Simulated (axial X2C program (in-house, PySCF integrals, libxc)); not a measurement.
# TlSi along the bond: PBE0, with spin–orbit coupling

Calculated with an in-house all-electron X2C program for linear molecules (integrals from PySCF). Two-component (2c) means X2C with spin–orbit coupling and atomic mean-field two-electron Coulomb and Gaunt terms. Basis: Tl dyall-cv3z [12s14p10d7f1g], Si dyall-v3z [8s7p2d1f] (cores contracted in-house); Gaussian nuclei, density fitting, unrestricted open shells. Masses: Tl 204.974 u, Si 27.977 u.

State: Ω = 3/2 (⟨Sz⟩ = 1.43, ⟨Lz⟩ = 0.07 at PBE0). Dipoles are positive if Si is the positive end.

```json
{"R (Å)": "2.299", "μ (D)": "-1.252", "HOMO (eV)": "-5.52", "LUMO (eV)": "-2.85"}
{"R (Å)": "2.404", "μ (D)": "-1.477", "HOMO (eV)": "-5.54", "LUMO (eV)": "-2.74"}
{"R (Å)": "2.483", "μ (D)": "-1.679", "HOMO (eV)": "-5.55", "LUMO (eV)": "-2.67"}
{"R (Å)": "2.563", "μ (D)": "-1.901", "HOMO (eV)": "-5.47", "LUMO (eV)": "-2.66"}
{"R (Å)": "2.642", "μ (D)": "-2.138", "HOMO (eV)": "-5.38", "LUMO (eV)": "-2.66"}
{"R (Å)": "2.735", "μ (D)": "-2.427", "HOMO (eV)": "-5.28", "LUMO (eV)": "-2.66"}
{"R (Å)": "2.827", "μ (D)": "-2.723", "HOMO (eV)": "-5.19", "LUMO (eV)": "-2.66"}
{"R (Å)": "2.946", "μ (D)": "-3.104", "HOMO (eV)": "-5.08", "LUMO (eV)": "-2.67"}
{"R (Å)": "3.091", "μ (D)": "-3.559", "HOMO (eV)": "-4.95", "LUMO (eV)": "-2.69"}
{"R (Å)": "3.303", "μ (D)": "-4.174", "HOMO (eV)": "-4.80", "LUMO (eV)": "-2.75"}
{"R (Å)": "3.593", "μ (D)": "-4.907", "HOMO (eV)": "-4.61", "LUMO (eV)": "-2.85"}
{"R (Å)": "3.963", "μ (D)": "-5.478", "HOMO (eV)": "-4.54", "LUMO (eV)": "-2.88"}
```

Q: The minimum lies at 2.636 Å. What is the dipole moment there, and its slope?

A: At PBE0, 2c, with the sign and origin stated: μ = -2.12 D, dμ/dR = -3.05 D/Å.

Occupations by symmetry block were frozen at the best pattern of an incomplete PBE0 search. Density functionals use the spin component along the axis (collinear). Other states lie close and PBE0, whose exact exchange favours high spin, may order them wrongly; the determinant shown need not be the ground state. The nearest other 2c determinant of the search, Ω = 1/2, lies 0.39 eV up at the distance of the search. With several unpaired electrons one determinant need not be a pure state. This is the top spin component of a Σ state; components of lower Ω are not single determinants and can lie lower.
